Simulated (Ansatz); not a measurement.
`[F][W]([F])([F])(=[S])[Cl]`. Charge 0, multiplicity 1. W: def2 effective core potential. Geometry: relaxed with PBE0-D4/def2-TZVP.

```xyz
6

F    -0.380    1.305    1.258
W    -0.053   -0.017    0.007
F    -1.610   -0.779    0.661
F     0.398   -1.753   -0.447
S    -0.516    0.884   -1.821
Cl    2.161    0.360    0.341
```

(1) What is the dipole moment at B3LYP/def2-TZVPP? (Estimate.)

(2) And with PBE, r2SCAN, ωB97M-V? (Best estimate.)

(3) Give the Mulliken charges with B3LYP, ωB97M-V, PBE in def2-TZVPP. (An estimate is asked.)

Answers

(1) The calculation gave: 1.02 D, with components (0.30, 0.53, -0.81) D in this frame, pointing from negative to positive charge.

(2) Ansatz gave: PBE 0.73 D, r2SCAN 0.77 D, ωB97M-V 1.01 D.

(3) Computed: 
```json
{"atom": "F1", "B3LYP": "-0.27", "ωB97M-V": "-0.26", "PBE": "-0.21"}
{"atom": "W2", "B3LYP": "1.08", "ωB97M-V": "1.00", "PBE": "0.88"}
{"atom": "F3", "B3LYP": "-0.27", "ωB97M-V": "-0.27", "PBE": "-0.22"}
{"atom": "F4", "B3LYP": "-0.27", "ωB97M-V": "-0.26", "PBE": "-0.21"}
{"atom": "S5", "B3LYP": "-0.08", "ωB97M-V": "-0.05", "PBE": "-0.08"}
{"atom": "Cl6", "B3LYP": "-0.18", "ωB97M-V": "-0.16", "PBE": "-0.16"}
```

B3LYP here is the variant with VWN-RPA as its local correlation; programs differ in this.
